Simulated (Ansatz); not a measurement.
Li₆N₂⁻. The state is a doublet with charge -1. Geometry PBE-D4/def2-TZVPD.

```xyz
8

Li    0.749   -1.638   -0.239
Li    2.160    0.755   -0.823
Li   -0.402    2.958    0.075
Li    1.185    1.022    1.982
Li   -1.177    0.317    0.430
Li   -0.417    0.913   -2.316
N    -0.921   -2.733    0.412
N    -1.177   -1.594    0.478
```

At PBE-D4/def2-TZVPD, r2SCAN-D4/def2-TZVPD, PBE0-D4/def2-TZVPD the charge -1 doublet is spin-contaminated (final ⟨S²⟩ up to 1.78, 0.75 for a pure state). At PBE-D4/def2-TZVPD, r2SCAN-D4/def2-TZVPD, B97M-V/def2-TZVPD, PBE0-D4/def2-TZVPD the highest occupied level of the charge -1 doublet lies above zero (up to 0.46 eV). It is a level of α spin, whose loss leaves a singlet; that state wasn't run at this geometry and level. The electron is either unbound and held by the finite basis, or the level is raised by self-interaction error. Another isomer (doublet) lies 0.32 eV lower at PBE0-D4/def2-TZVPD; other spin states weren't run for this one.

Q: Estimate the α-spin orbital energies around the gap (eV) in Ansatz with PBE-D4/def2-TZVPD, r2SCAN-D4/def2-TZVPD, B97M-V/def2-TZVPD, PBE0-D4/def2-TZVPD.

A: 
| orbital | PBE-D4/def2-TZVPD | r2SCAN-D4/def2-TZVPD | B97M-V/def2-TZVPD | PBE0-D4/def2-TZVPD |
| --- | --- | --- | --- | --- |
| HOMO−9 | -46.66 | -48.01 | -49.77 | -50.62 |
| HOMO−8 | -22.89 | -23.87 | -24.87 | -25.36 |
| HOMO−7 | -10.34 | -10.51 | -11.70 | -11.63 |
| HOMO−6 | -7.47 | -7.09 | -8.02 | -8.00 |
| HOMO−5 | -6.99 | -6.99 | -7.24 | -7.94 |
| HOMO−4 | -6.37 | -6.37 | -7.06 | -7.39 |
| HOMO−3 | -1.41 | -1.75 | -1.51 | -2.45 |
| HOMO−2 | 0.01 | -0.38 | 0.00 | -0.84 |
| HOMO−1 | 0.08 | -0.11 | 0.03 | -0.49 |
| HOMO | 0.25 | 0.46 | 0.21 | 0.09 |
| LUMO | 0.70 | 0.90 | 0.65 | 1.29 |
| LUMO+1 | 0.94 | 1.20 | 1.10 | 1.57 |
| LUMO+2 | 1.17 | 1.44 | 1.11 | 1.65 |
| LUMO+3 | 1.43 | 1.46 | 1.40 | 1.86 |
| LUMO+4 | 1.45 | 1.58 | 1.45 | 1.92 |
| LUMO+5 | 1.66 | 1.86 | 1.58 | 2.23 |
| β HOMO | 0.15 | 0.07 | 0.18 | -0.30 |
| β LUMO | 0.76 | 0.69 | 0.70 | 0.90 |
